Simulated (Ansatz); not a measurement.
`O[SiH2][TeH]` and `O[SiH2]I` differ in one atom or group.

Ansatz, PBE0-D4/def2-TZVP geometries, multiplicity 1. Each molecule was computed in one conformer, which needn't be the lowest.

Elements past krypton have def2 core potentials.  Spin–orbit coupling is left out; it splits and shifts lone-pair levels of the heavy atoms by tenths of an eV.

| property | `O[SiH2][TeH]` |
| --- | --- |
| LUMO energy (ωB97M-V/def2-TZVPP) / eV | 1.16 |
| LUMO energy (PBE/def2-TZVPP) / eV | -1.47 |
| LUMO energy (B3LYP/def2-TZVPP) / eV | -0.90 |
| size of the dipole moment (PBE/def2-TZVPP) / D | 1.10 |
| HOMO energy (B3LYP/def2-TZVPP) / eV | -6.46 |
| HOMO–LUMO gap (PBE/def2-TZVPP) / eV | 4.18 |

Problem. Give the same properties after the change, and the shifts. (An estimate is asked.)

Solution. Computed: 
```json
{"property": "LUMO energy (ωB97M-V/def2-TZVPP) / eV", "`O[SiH2]I`": "1.50", "shift": "0.34"}
{"property": "LUMO energy (PBE/def2-TZVPP) / eV", "`O[SiH2]I`": "-1.14", "shift": "0.33"}
{"property": "LUMO energy (B3LYP/def2-TZVPP) / eV", "`O[SiH2]I`": "-0.53", "shift": "0.37"}
{"property": "size of the dipole moment (PBE/def2-TZVPP) / D", "`O[SiH2]I`": "1.28", "shift": "0.18"}
{"property": "HOMO energy (B3LYP/def2-TZVPP) / eV", "`O[SiH2]I`": "-7.44", "shift": "-0.98"}
{"property": "HOMO–LUMO gap (PBE/def2-TZVPP) / eV", "`O[SiH2]I`": "5.40", "shift": "1.22"}
```

With PBE0 the HOMO falls by 1.01 eV and the LUMO rises by 0.37 eV, so the gap widens by about 1.38 eV. PBE moves the HOMO by -0.88 eV and ωB97M-V by -1.06 eV. The zero-point energy changes by -15.9 kJ/mol with -3 modes. Dipoles are sizes alone; their direction can turn.

B3LYP here is the variant with VWN-RPA as its local correlation; programs differ in this.
